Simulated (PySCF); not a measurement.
**The third ionisation energy along group 13**

Calculated with PySCF 2.14 from differences of total energies of unrestricted determinants, without spin-orbit coupling. Values in eV. The last column holds reference values (NIST; (s) semi-empirical, (t) theoretical, else measured). Unmarked ones compare directly (S terms, centres of terms, or small fine structure); those marked * lie between the lowest fine-structure levels and include a spin-orbit shift.

```
                                                                              element                       configurations  MP2 (valence and next inner shell)  SCS-MP2 (valence and next inner shell)  CCSD(T) (valence and next inner shell)     LDA    PBE0   wB97X  reference
    B (x2c-TZVPPall with one added diffuse shell each of s, p, d type, spin-free X2C)                       [He] 2s1 → 1s2                              37.838                                  37.839                                  37.842  37.892  38.223  37.413     37.931
   Al (x2c-TZVPPall with one added diffuse shell each of s, p, d type, spin-free X2C)                      [Ne] 3s1 → [Ne]                              28.313                                  28.262                                  28.334  28.832  28.699     n/a     28.448
   Ga (x2c-TZVPPall with one added diffuse shell each of s, p, d type, spin-free X2C)            [Ar] 3d10 4s1 → [Ar] 3d10                              30.176                                  30.074                                  30.149  31.869  31.161  30.679     30.726
In (x2c-TZVPPall with one added diffuse shell each of s, p, d, f type, spin-free X2C)            [Kr] 4d10 5s1 → [Kr] 4d10                              27.923                                  27.718                                  27.849  28.966  28.205  27.740     28.044
Tl (x2c-TZVPPall with one added diffuse shell each of s, p, d, f type, spin-free X2C)  [Xe] 4f14 5d10 6s1 → [Xe] 4f14 5d10                              29.808                                  29.561                                  29.612  30.844  30.018  29.663     29.852
```

**Question.** Which of these methods has the smallest mean absolute error against the measured values here?

**Answer.** MP2 (valence and next inner shell), with 0.188 eV.

```tsv
method	elements	mean error (eV)	mean absolute error (eV)	largest error (eV)
MP2 (valence and next inner shell)	5	-0.188	0.188	-0.550
SCS-MP2 (valence and next inner shell)	5	-0.309	0.309	-0.652
CCSD(T) (valence and next inner shell)	5	-0.243	0.243	-0.577
LDA	5	0.680	0.696	1.143
PBE0	5	0.261	0.261	0.435
wB97X	4	-0.265	0.265	-0.518
```

Errors include the incompleteness of the basis and the frozen core.

"Valence" correlates the outer s and p shells and, in groups 3 to 12 and the f block, the outer d or f shell, open or full, or the next shell where the ion has no valence electron left; the wider scheme adds the next inner shell.
